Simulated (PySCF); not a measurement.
## Ionisation energy of S(3+) by level of theory

S(3+) [Ne] 3s2 3p1 [3p1/2^1, M_J = 1/2] → S(4+) [Ne] 3s2, as a difference of total energies. Calculation: PySCF 2.14, in x2c-SVPall-2c (4s4p1d, 21 functions); the two-component X2C-1e Hamiltonian. Correlated levels: [Ne] frozen. "Screened" scales the spin-orbit matrix elements by Boettger's factors to mimic the two-electron term; Breit and QED terms are absent.

**Question.** Order these methods by the ionisation energy they give, lowest first.
A. GMP2 (screened spin-orbit)
B. GMP2 (spin-free)
C. GHF (screened spin-orbit)
D. GHF (spin-free)

**Answer.** D (46.544 eV), C (46.625 eV), B (46.684 eV), A (46.765 eV).

Errors of the correlated levels include the incompleteness of this basis and the frozen core.

For comparison: 47.222 ± 0.012 eV (semi-empirical (NIST evaluation); NIST Atomic Spectra Database, ionization energies).
